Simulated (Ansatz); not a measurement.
Nudged elastic band run: C3H9GeN

The input (input.yaml):

```yaml
crystal:
  periodic: [false, false, false]
  atoms:
    - { symbol: C, position_ang: [-2.365301, -0.524147, 0.669703] }
    - { symbol: C, position_ang: [-1.382506, -0.168248, -0.149857] }
    - { symbol: C, position_ang: [-0.126026, -0.930985, -0.369923] }
    - { symbol: Ge, position_ang: [1.449839, 0.044865, 0.296145] }
    - { symbol: "N", position_ang: [1.559421, 1.634355, -0.645324] }
    - { symbol: H, position_ang: [-3.246341, 0.09429, 0.799125] }
    - { symbol: H, position_ang: [-2.32768, -1.446472, 1.242527] }
    - { symbol: H, position_ang: [-1.465999, 0.769636, -0.695445] }
    - { symbol: H, position_ang: [0.041939, -1.104478, -1.438736] }
    - { symbol: H, position_ang: [-0.162794, -1.909414, 0.117073] }
    - { symbol: H, position_ang: [1.28344, 0.431098, 1.777386] }
    - { symbol: H, position_ang: [2.707412, -0.850444, 0.12791] }
    - { symbol: H, position_ang: [1.990063, 1.554413, -1.55889] }
    - { symbol: H, position_ang: [2.031633, 2.376232, -0.142894] }
basis:
  gaussian: { orbitals: def2-mTZVP }
hamiltonian:
  xc: pbe0
neb:
  order_check: false
  images: 4
  f_tol: 0.03
  max_iterations: 60
  initial_path: idpp
  climbing: false
  final_atoms:
    - { symbol: C, position_ang: [-2.27211382, -0.35193956, 0.67535827] }
    - { symbol: C, position_ang: [-1.31581771, -0.16478523, -0.22833678] }
    - { symbol: C, position_ang: [-0.09041452, -0.98881158, -0.3818595] }
    - { symbol: Ge, position_ang: [1.52028696, -0.04688217, 0.29166139] }
    - { symbol: "N", position_ang: [1.79836084, 1.63341733, -0.41789208] }
    - { symbol: H, position_ang: [-3.12685543, 0.31147439, 0.7420349] }
    - { symbol: H, position_ang: [-2.2389021, -1.17843945, 1.3796999] }
    - { symbol: H, position_ang: [-1.40688006, 0.68091757, -0.90949514] }
    - { symbol: H, position_ang: [0.08848324, -1.23415757, -1.43341501] }
    - { symbol: H, position_ang: [-0.17674738, -1.93163693, 0.16624793] }
    - { symbol: H, position_ang: [1.37805602, 0.14350681, 1.81298862] }
    - { symbol: H, position_ang: [2.77420544, -0.8756983, -0.05640178] }
    - { symbol: H, position_ang: [1.97339214, 1.65971478, -1.41501826] }
    - { symbol: H, position_ang: [1.08204637, 2.31402089, -0.19677245] }
```

Launched with:

```bash
$ ansatz run input.yaml --threads 2 --pin off --max-ram 3072MiB --backend cpu --events-out ev --progress --plain --runs-dir out
```

Output, in part (warnings, iteration lines, the closing report on the highest movable image, with atoms numbered from 0):

```
NEB end point (image 0): max|allowed force component| = 5.268e-3 eV/Å (the criterion of neb.relax_end_points is 1.000e-2)
NEB end point (image 5): max|allowed force component| = 1.306e-2 eV/Å (the criterion of neb.relax_end_points is 1.000e-2)
NEB iter   1: max|band force component| = 9.088e-1 eV/Å  barrier→ = 0.0799 eV  barrier← = 0.0730 eV  Δτ_max = 0.0996 Å  (162 SCF iters)
NEB iter   2: max|band force component| = 4.137e-1 eV/Å  barrier→ = 0.0567 eV  barrier← = 0.0498 eV  Δτ_max = 0.0651 Å  (125 SCF iters)
NEB iter   3: max|band force component| = 8.965e-2 eV/Å  barrier→ = 0.0472 eV  barrier← = 0.0402 eV  Δτ_max = 0.0445 Å  (125 SCF iters)
NEB iter   4: max|band force component| = 6.741e-2 eV/Å  barrier→ = 0.0382 eV  barrier← = 0.0313 eV  Δτ_max = 0.0326 Å  (126 SCF iters)
NEB iter   5: max|band force component| = 5.147e-2 eV/Å  barrier→ = 0.0372 eV  barrier← = 0.0303 eV  Δτ_max = 0.0408 Å  (120 SCF iters)
NEB iter   6: max|band force component| = 4.558e-2 eV/Å  barrier→ = 0.0382 eV  barrier← = 0.0313 eV  Δτ_max = 0.0389 Å  (112 SCF iters)
NEB iter   7: max|band force component| = 4.224e-2 eV/Å  barrier→ = 0.0360 eV  barrier← = 0.0290 eV  Δτ_max = 0.0268 Å  (111 SCF iters)
NEB iter   8: max|band force component| = 2.971e-2 eV/Å  barrier→ = 0.0338 eV  barrier← = 0.0269 eV  Δτ_max = 0.0000 Å  (221 SCF iters)
Total energy: -61253.89568973 eV, -2251.0391472159 hartree
Atom 0 at    -2.357572    -0.388012     0.701147 Å, force    -0.011474     0.000472    -0.000938 eV/Å
Atom 1 at    -1.379143    -0.101712    -0.150958 Å, force     0.000343     0.005517    -0.015307 eV/Å
Atom 2 at    -0.168508    -0.925586    -0.389929 Å, force     0.003655    -0.001129     0.000822 eV/Å
Atom 3 at     1.491713    -0.066442     0.271681 Å, force     0.020410    -0.005622     0.000827 eV/Å
Atom 4 at     1.950344     1.520281    -0.522077 Å, force     0.137313     0.003850     0.093397 eV/Å
Atom 5 at    -3.204263     0.275310     0.836652 Å, force     0.003879     0.006745     0.004247 eV/Å
Atom 6 at    -2.354360    -1.300911     1.289969 Å, force     0.009180     0.006034     0.004511 eV/Å
Atom 7 at    -1.441727     0.825356    -0.719624 Å, force    -0.005447     0.005486    -0.003991 eV/Å
Atom 8 at    -0.025620    -1.111284    -1.459790 Å, force     0.003700     0.008816    -0.006670 eV/Å
Atom 9 at    -0.252275    -1.900450     0.101377 Å, force     0.005247     0.015337    -0.006089 eV/Å
Atom 10 at     1.338358     0.249020     1.770542 Å, force    -0.005590    -0.013659     0.011870 eV/Å
Atom 11 at     2.664227    -1.036944     0.013770 Å, force     0.001234    -0.017572     0.001829 eV/Å
Atom 12 at     2.210102     1.554688    -1.495334 Å, force    -0.074677    -0.006449    -0.033128 eV/Å
Atom 13 at     1.515824     2.377386    -0.218625 Å, force    -0.087773    -0.007827    -0.051379 eV/Å
Dipole moment:    -0.087525     0.063940    -0.200573 e Å
```

The forces met the threshold. No image climbed, so the highest image needn't sit at the top of the path.

Final band (atoms are numbered from 1 in the order of the input):

| image | path coordinate (Å) | energy (kJ/mol) | height of N5 over the plane of its neighbours (Å) |
| --- | --- | --- | --- |
| 0 | 0.00 | 0.0 | -0.34 |
| 1 | 0.35 | 0.2 | -0.34 |
| 2 | 0.69 | 3.0 | -0.19 |
| 3 | 1.04 | 3.3 | 0.19 |
| 4 | 1.39 | 0.9 | 0.32 |
| 5 | 1.74 | 0.7 | 0.32 |

The run took 100 s on 2 threads of Intel(R) Xeon(R) 6975P-C (Granite Rapids), on a shared host, peak memory 0.42 GiB.
